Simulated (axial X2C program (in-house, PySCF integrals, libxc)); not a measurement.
## Outer orbitals of BeN at 1.603 Å, TPSSh

All values were computed with an in-house relativistic program for diatomic molecules. Spin-free means the one-electron spin-free X2C Hamiltonian; two-component (2c) means X2C with spin–orbit coupling and atomic mean-field two-electron Coulomb and Gaunt terms, so the difference of the two also holds small scalar two-electron terms. Basis: N dyall-av3z [7s7p3d2f], Be dyall-cv3z [8s8p3d1f] (cores contracted in-house); Gaussian nuclei, density fitting, unrestricted open shells. Masses: N 14.003 u, Be 9.012 u.

The distance is close to the 2c PBE0 minimum; the highest filled and lowest empty levels are listed.

Spin-free orbitals, state M_S = 3/2, Λ = 0 (beyond evenly filled blocks: σα, π+α, π-α) (Löwdin shares):

```tsv
symmetry	occupied	ε (eV)	atomic character
σα	yes	-21.21	70% N s, 13% Be p, 7% Be d
σβ	yes	-17.77	67% N s, 15% Be p, 8% Be s
π-α	yes	-8.83	84% N p, 10% Be p, 4% Be d
π+α	yes	-8.83	84% N p, 10% Be p, 4% Be d
σα	yes	-8.74	79% N p, 11% Be s, 5% N s
σβ	yes	-7.59	80% N p, 9% Be s, 6% N s
σα	yes	-5.68	43% Be s, 35% Be p, 12% N p
π+β	no	-3.95	69% N p, 26% Be p, 3% Be d
π-β	no	-3.95	69% N p, 26% Be p, 3% Be d
σβ	no	-3.87	43% Be s, 37% Be p, 10% N p
π-α	no	-1.26	75% Be p, 10% N p, 8% N d
π+α	no	-1.26	75% Be p, 10% N p, 8% N d
```

Spinors with spin–orbit coupling (state Ω = 3/2):

```csv
ω,occupied,ε (eV),atomic character,λ mixture
1/2,yes,-21.21,"70% N s, 13% Be p, 7% Be d",100% σ
-1/2,yes,-17.77,"67% N s, 15% Be p, 8% Be s",100% σ
-1/2,yes,-8.83,"84% N p, 10% Be p, 4% Be d",100% π
3/2,yes,-8.82,"84% N p, 10% Be p, 4% Be d",100% π
1/2,yes,-8.74,"79% N p, 11% Be s, 5% N s",100% σ
-1/2,yes,-7.59,"80% N p, 9% Be s, 6% N s",100% σ
1/2,yes,-5.68,"43% Be s, 35% Be p, 12% N p",100% σ
1/2,no,-3.95,"69% N p, 26% Be p, 3% Be d",100% π
-3/2,no,-3.95,"69% N p, 26% Be p, 3% Be d",100% π
-1/2,no,-3.87,"43% Be s, 37% Be p, 10% N p",100% σ
-1/2,no,-1.26,"75% Be p, 10% N p, 8% N d",100% π
3/2,no,-1.26,"75% Be p, 10% N p, 8% N d",100% π
```

Mulliken charges and populations of the two-component result (they depend on the basis, above all on diffuse functions):

N -0.41 e (s 3.94 p 3.45 d 0.02), Be 0.41 e (s 2.90 p 0.64 d 0.04 f 0.01). ⟨Lz⟩ = 0.00 ħ and ⟨Sz⟩ = 1.50 ħ (0.99 and 0.51 on the two atoms), which add up to Ω.

The state is a single determinant with fixed occupations, the lowest that a limited PBE0 search found. Density functionals use the spin component along the axis (collinear). Other states lie close and PBE0, whose exact exchange favours high spin, may order them wrongly; the determinant shown need not be the ground state. The nearest other spin-free determinant of the search, M_S = 1/2, Λ = 0, lies 0.12 eV up at the distance of the search. With several unpaired electrons one determinant need not be a pure state. This is the top spin component of a Σ state; components of lower Ω are not single determinants and can lie lower.
